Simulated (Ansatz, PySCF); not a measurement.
Input for PySCF:
```python
from pyscf import gto, scf, dft

mol = gto.Mole()
mol.atom = '''
    Al   -0.00000000   -0.00000000    0.00000000
    Br   -1.79907489   -1.33890033   -0.10448629
    Br   -0.01545118    1.98485471   -1.04897808
    Br    1.81452607   -0.64595437    1.15346437
'''
mol.basis = 'sto-3g'
mol.verbose = 4
mol.build()

mf = dft.RKS(mol)
mf.xc = 'b97m_v'
mf.grids.atom_grid = (99, 590)
mf.grids.prune = None
mf.kernel()
```

Problem. Write the same job for Ansatz (an electronic-structure program).

Solution. One answer among several that fit: 
Ansatz 0.2 input:
```yaml
crystal:
  periodic: [false, false, false]
  atoms:
    - {symbol: Al, position_ang: [-0.00000000, -0.00000000, 0.00000000]}
    - {symbol: Br, position_ang: [-1.79907489, -1.33890033, -0.10448629]}
    - {symbol: Br, position_ang: [-0.01545118, 1.98485471, -1.04897808]}
    - {symbol: Br, position_ang: [1.81452607, -0.64595437, 1.15346437]}
basis:
  gaussian:
    orbitals: STO-3G
hamiltonian:
  xc: {name: B97M-V}
accuracy: high
```

Both were run: PySCF gave -7877.142506 Eh and Ansatz -7877.142507 Eh, 0.001 mEh apart.
